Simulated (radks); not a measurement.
Q: The mean radii <r> (bohr) of the occupied orbitals of an atom or ion are listed with their occupations. Calculated with a radial shooting solver on a logarithmic mesh with Libxc functionals: Dirac Kohn-Sham, PBE, spin-unpolarised, spherical densities, finite nucleus; Fermi nuclear charge, rms radius of each element as measured or else 0.836 A^(1/3) + 0.57 fm.

| orbital | occ. | <r> |
|---|---|---|
| 1s1/2 | 2 | 0.04860 |
| 2s1/2 | 2 | 0.2176 |
| 2p1/2 | 2 | 0.1883 |
| 2p3/2 | 4 | 0.1918 |
| 3s1/2 | 2 | 0.6469 |
| 3p1/2 | 2 | 0.6636 |
| 3p3/2 | 4 | 0.6737 |
| 3d3/2 | 3.6 | 0.7422 |
| 3d5/2 | 5.4 | 0.7464 |
| 6p1/2 | 0.333333 | 7.378 |
| 6p3/2 | 0.666667 | 7.402 |

Name the element and its charge. Open shells, if any, are shared by 2j + 1.

A: Z = 31, gallium, charge +3: Ga3+ in [Ar] 3d9 6p1. The 1s radius gives Z: for a bare nucleus <r> = (2 gamma + 1)/(2Z) with gamma = sqrt(1 - (Z/c)^2), 0.04755 bohr for Z = 31, and screening makes it slightly larger (0.04860 here). The occupations add up to 28, and the charge is Z minus that.
